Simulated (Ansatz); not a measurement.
`[CH3][AlH][CH2]N[SiH3]` + `[SiH3]S` → `[CH3][AlH][S][SiH3]` + `CN[SiH3]`  (ligand exchange at the Al–C bond)

Computed with Ansatz on PBE0-D4/def2-TZVP structures; ΔE is electronic, products minus reactants. CCSD(T)/CBS adds triple-zeta CCSD(T) − MP2 to the extrapolated MP2 energy (def2 sets, frozen cores). Functionals use def2-TZVPP. B3LYP here is the variant with VWN-RPA as its local correlation; programs differ in this. One conformer a species, not always the lowest.

`[CH3][AlH][CH2]N[SiH3]`:

Z-matrix (Å, degrees):
```
C
Al 1 1.957
H 1 1.096 2 110.1
H 1 1.094 2 112.0 3 -119.1
H 1 1.094 2 112.4 3 118.8
C 2 2.004 1 117.5 3 90.0
H 2 1.595 1 121.0 3 -76.1
N 6 1.469 2 106.4 1 75.4
H 6 1.098 2 113.8 1 -160.1
H 6 1.097 2 107.8 1 -41.8
Si 8 1.696 6 116.1 2 37.7
H 8 1.009 6 116.6 2 -167.3
H 11 1.491 8 118.8 6 75.7
H 11 1.484 8 113.4 6 -154.7
H 11 1.525 8 102.3 6 -37.7
```

`[SiH3]S`:

Cartesian coordinates in Å:
```
Si -0.492 -0.188 -0.037
S 1.072 1.109 0.627
H -0.662 -0.130 -1.511
H -1.714 0.317 0.634
H -0.240 -1.596 0.361
H 2.036 0.488 -0.074
```

`[CH3][AlH][S][SiH3]`:

Z-matrix (Å, degrees):
```
C
Al 1 1.946
H 1 1.093 2 111.3
H 1 1.095 2 111.0 3 120.0
H 1 1.094 2 111.8 3 -120.9
S 2 2.191 1 121.1 3 174.3
H 2 1.582 1 124.7 3 -6.1
Si 6 2.134 2 100.4 1 -0.2
H 8 1.484 6 107.0 2 177.6
H 8 1.486 6 111.6 2 58.3
H 8 1.486 6 111.6 2 -63.2
```

`CN[SiH3]`:

Z-matrix (Å, degrees):
```
C
N 1 1.447
H 1 1.093 2 109.5
H 1 1.094 2 110.9 3 -117.8
H 1 1.098 2 113.8 3 120.2
Si 2 1.716 1 123.0 3 -36.9
H 2 1.007 1 113.6 3 170.5
H 6 1.486 2 107.4 1 175.3
H 6 1.488 2 108.6 1 55.3
H 6 1.496 2 115.3 1 -64.3
```

Problem. Is it downhill or uphill in electronic energy at CCSD(T)/CBS, and by how much? (An estimate is asked.)

Solution. Computed: Downhill: ΔE = -32.8 kcal/mol.

Problem. What do these levels give: PBE-D4, PBE0-D4, B3LYP-D4, ωB97X-V, PBE, r2SCAN, PBE0, B3LYP, HF/def2-TZVPP, SCS-MP2/def2-TZVPP, HF/def2-QZVPP, MP2/def2-QZVPP? (Estimate.)

Solution. Computed: PBE-D4 -30.9, PBE0-D4 -32.0, B3LYP-D4 -32.7, ωB97X-V -32.2, PBE -31.2, r2SCAN -32.7, PBE0 -32.3, B3LYP -33.1, HF/def2-TZVPP -37.4, SCS-MP2/def2-TZVPP -33.7, HF/def2-QZVPP -37.2, MP2/def2-QZVPP -33.9 kcal/mol.

Largest T1 diagnostic among the species: 0.011.

From PBE to PBE0 (25 % exact exchange), in def2-TZVPP and without D4, ΔE moves by −1.1 kcal/mol. In def2-TZVPP, CCSD(T) changes the Hartree–Fock value by +4.9 kcal/mol (the triples alone add +0.4 kcal/mol) and MP2 by +3.6 kcal/mol.
